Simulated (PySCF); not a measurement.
**Dipole response of Gd³⁺ (gadolinium, charge +3)**

[Xe] 4f7, high-spin 8S determinant. All numbers are calculated (PySCF 2.14, scalar relativity by spin-free X2C-1e, in ANO-RCC-VTZP). Coupled (time-dependent) response in atomic units; α is the mean over directions. The basis has no added diffuse functions, which lowers α and C₆.

```csv
method,mean α (bohr³),C₆ (like pair),S(−4)
B97-3,5.594,31.06,5.632
```

S(−4) is the Cauchy moment in α(ω) = α(0) + S(−4) ω² + …

α(iu) at B97-3:

```
u (hartree)  α(iu) (bohr³)
          0          5.594
     0.0500          5.580
      0.100          5.539
      0.200          5.389
      0.300          5.177
      0.500          4.667
      0.750          3.999
       1.00          3.387
       1.50          2.444
       2.00          1.825
       3.00          1.133
       5.00         0.5714
```

A single London oscillator, α(iu) = α/(1 + u²/ω²), gives C₆ = (3/4) ω α². Matching the computed C₆ needs ω = 4 × 31.06 / (3 × 5.594²) = 1.32 hartree.

For an ion, C₆ is the dispersion term alone; charge-induced terms of lower order in 1/R come first.

Spin-orbit coupling, which splits the p, d and f shells strongly at this Z, is absent.
